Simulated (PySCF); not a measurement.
A series of related molecules.

All values: CAM-B3LYP/def2-SVPD (PySCF) at GFN2-xTB geometries, gas phase, one conformer each. Core orbitals are frozen in the response; Δα² is half the sum of the squared differences of the principal polarisabilities.

Question: Rank by mean static polarisability, highest first.
A. `C=C([SiH3])/C=N/C=O`
B. `C=C([SiH3])/C=N\CC`
C. `[H]/N=C/C(=C)[SiH3]`
D. `C=C([SiH3])/C=N\C(C)=O`
E. `[SiH3]C(=C)/C=N\C`
F. `C=C/N=C/C(=C)[SiH3]`

Answer: F (16.00 Å³), D (14.68 Å³), B (14.20 Å³), A (13.25 Å³), E (12.33 Å³), C (10.75 Å³).

Question: Rank by polarisability anisotropy Δα, lowest first.
A. `[CH2:1]=[C:2]([SiH3:3])/[CH:4]=[N:5]\[C:6]([CH3:7])=[O:8]` with C1–C2–C4–N5 -176°, C4–N5–C6–C7 116°
B. `[CH2:1]=[C:2]([SiH3:3])/[CH:4]=[N:5]\[CH2:6][CH3:7]` with C1–C2–C4–N5 63°, C4–N5–C6–C7 131°
C. `[CH2:1]=[C:2]([SiH3:3])/[CH:4]=[N:5]/[CH:6]=[O:7]` with C1–C2–C4–N5 21°, C4–N5–C6–O7 -82°
D. `[H]/[N:5]=[CH:4]/[C:2](=[CH2:1])[SiH3:3]` with C1–C2–C4–N5 180°
E. `[CH2:1]=[C:2]([SiH3:3])/[CH:4]=[N:5]\[CH3:6]` with C1–C2–C4–N5 65°
F. `[CH2:1]=[CH:2]/[N:3]=[CH:4]/[C:5](=[CH2:6])[SiH3:7]` with C1–C2–N3–C4 180°, N3–C4–C5–C6 180°

Answer: E (3.65 Å³), B (4.20 Å³), D (5.23 Å³), C (6.82 Å³), A (7.52 Å³), F (13.21 Å³).

All values together:

```tsv
SMILES	change	formula	μ (D)	HOMO (eV)	LUMO (eV)	α (Å³)	Δα (Å³)	electrons	α per electron (Å³)
[H]/N=C/C(=C)[SiH3]	parent	C3H7NSi	2.31	-9.11	-0.33	10.75	5.23	46	0.234
C=C([SiH3])/C=N\C(C)=O	H on N replaced by COCH3	C5H9NOSi	3.93	-8.71	-0.90	14.68	7.52	68	0.216
C=C([SiH3])/C=N\C	H on N replaced by CH3	C4H9NSi	1.92	-8.34	0.20	12.33	3.65	54	0.228
C=C/N=C/C(=C)[SiH3]	H on N replaced by vinyl	C5H9NSi	1.93	-8.09	-0.85	16.00	13.21	60	0.267
C=C([SiH3])/C=N\CC	H on N replaced by C2H5	C5H11NSi	1.89	-8.34	0.14	14.20	4.20	62	0.229
C=C([SiH3])/C=N/C=O	H on N replaced by CHO	C4H7NOSi	4.57	-8.97	-1.16	13.25	6.82	60	0.221
```

Conformers: `[H]/[N:5]=[CH:4]/[C:2](=[CH2:1])[SiH3:3]` with C1–C2–C4–N5 180°; `[CH2:1]=[C:2]([SiH3:3])/[CH:4]=[N:5]\[C:6]([CH3:7])=[O:8]` with C1–C2–C4–N5 -176°, C4–N5–C6–C7 116°; `[CH2:1]=[C:2]([SiH3:3])/[CH:4]=[N:5]\[CH3:6]` with C1–C2–C4–N5 65°; `[CH2:1]=[CH:2]/[N:3]=[CH:4]/[C:5](=[CH2:6])[SiH3:7]` with C1–C2–N3–C4 180°, N3–C4–C5–C6 180°; `[CH2:1]=[C:2]([SiH3:3])/[CH:4]=[N:5]\[CH2:6][CH3:7]` with C1–C2–C4–N5 63°, C4–N5–C6–C7 131°; `[CH2:1]=[C:2]([SiH3:3])/[CH:4]=[N:5]/[CH:6]=[O:7]` with C1–C2–C4–N5 21°, C4–N5–C6–O7 -82°.

Q: Give the shifts from the parent, `[H]/N=C/C(=C)[SiH3]`.

A: 
```tsv
SMILES	change in μ (D)	change in HOMO (eV)	change in LUMO (eV)	change in mean α (Å³)
C=C([SiH3])/C=N\C(C)=O	+1.62	+0.40	-0.57	+3.93
C=C([SiH3])/C=N\C	-0.39	+0.77	+0.53	+1.58
C=C/N=C/C(=C)[SiH3]	-0.38	+1.02	-0.52	+5.25
C=C([SiH3])/C=N\CC	-0.42	+0.77	+0.47	+3.45
C=C([SiH3])/C=N/C=O	+2.26	+0.14	-0.83	+2.50
```

Q: How closely does the mean polarisability follow the number of electrons in this set?

A: The correlation coefficient is 0.81; α per electron runs from 0.216 to 0.267 Å³.
